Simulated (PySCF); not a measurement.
Ir³⁺ (iridium, charge +3) across methods

[Xe] 4f14 5d6, high-spin 5D determinant. All numbers are calculated (PySCF 2.14, scalar relativity through the core potential, in aug-cc-pVTZ-PP with one added diffuse shell each of s, p, d, f, g type with ECP60MDF (7s7p6d4f3g, 113 functions)). The B2PLYP total includes its PT2 part (frozen core); its orbital energies are those of the SCF part.

```json
{"method": "M06-2X", "E (hartree)": "-102.2481", "mean ε 5p β (eV)": "-89.475", "mean ε 5d α (eV)": "-41.678", "mean ε 5d β (eV)": "-38.888", "Σ⟨r²⟩ (bohr²)": "27.55", "⟨S²⟩": "6.002"}
{"method": "LDA", "E (hartree)": "-102.1246", "mean ε 5p β (eV)": "-84.250", "mean ε 5d α (eV)": "-38.236", "mean ε 5d β (eV)": "-35.347", "Σ⟨r²⟩ (bohr²)": "27.78", "⟨S²⟩": "6.001"}
{"method": "PBE", "E (hartree)": "-102.3768", "mean ε 5p β (eV)": "-84.229", "mean ε 5d α (eV)": "-38.180", "mean ε 5d β (eV)": "-35.343", "Σ⟨r²⟩ (bohr²)": "27.60", "⟨S²⟩": "6.001"}
{"method": "B2PLYP", "E (hartree)": "-102.1737", "mean ε 5p β (eV)": "-89.551", "mean ε 5d α (eV)": "-41.681", "mean ε 5d β (eV)": "-38.388", "Σ⟨r²⟩ (bohr²)": "27.48", "⟨S²⟩": "6.002"}
{"method": "UHF", "E (hartree)": "-101.75925", "mean ε 5p β (eV)": "-93.692", "mean ε 5d α (eV)": "-44.748", "mean ε 5d β (eV)": "-40.631", "Σ⟨r²⟩ (bohr²)": "27.37", "⟨S²⟩": "6.003"}
{"method": "LC-wPBE", "E (hartree)": "-102.3970", "mean ε 5p β (eV)": "-89.559", "mean ε 5d α (eV)": "-42.806", "mean ε 5d β (eV)": "-39.899", "Σ⟨r²⟩ (bohr²)": "27.44", "⟨S²⟩": "6.001"}
{"method": "r2SCAN", "E (hartree)": "-102.4075", "mean ε 5p β (eV)": "-85.097", "mean ε 5d α (eV)": "-38.637", "mean ε 5d β (eV)": "-35.368", "Σ⟨r²⟩ (bohr²)": "27.41", "⟨S²⟩": "6.002"}
{"method": "PBE0", "E (hartree)": "-102.3598", "mean ε 5p β (eV)": "-86.938", "mean ε 5d α (eV)": "-40.036", "mean ε 5d β (eV)": "-36.949", "Σ⟨r²⟩ (bohr²)": "27.48", "⟨S²⟩": "6.001"}
```

Energies and moments cover only the electrons outside the core potential. Spin-orbit coupling, absent here, splits the open shell strongly.
